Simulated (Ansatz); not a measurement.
SiHMe2Br (C₂H₇BrSi). Charge 0, multiplicity 1. Geometry r2SCAN-D4/def2-SVP; atoms count from 1.

```xyz
11

Si    0.318    0.124   -0.586
H     1.739    0.079   -1.039
C     0.095    1.399    0.761
H     0.408    2.398    0.420
H     0.700    1.132    1.644
H    -0.960    1.460    1.073
C    -0.262   -1.573   -0.060
H    -0.148   -2.304   -0.876
H    -1.323   -1.551    0.234
H     0.328   -1.928    0.803
Br   -0.895    0.763   -2.373
```

(1) Estimate the Mulliken populations from the PBE0/def2-TZVP orbitals of Ansatz.

(2) And the Mayer bond orders between heavy atoms (over 0.3)?

Answers

(1) 
| atom | charge (e) |
| --- | --- |
| Si1 | 0.38 |
| H2 | -0.02 |
| C3 | -0.48 |
| H4 | 0.15 |
| H5 | 0.14 |
| H6 | 0.15 |
| C7 | -0.48 |
| H8 | 0.15 |
| H9 | 0.15 |
| H10 | 0.14 |
| Br11 | -0.27 |
Mulliken values depend strongly on the basis.

(2) Si1–C3 1.02 (1.87 Å); Si1–C7 1.02 (1.87 Å); Si1–Br11 1.09 (2.25 Å).
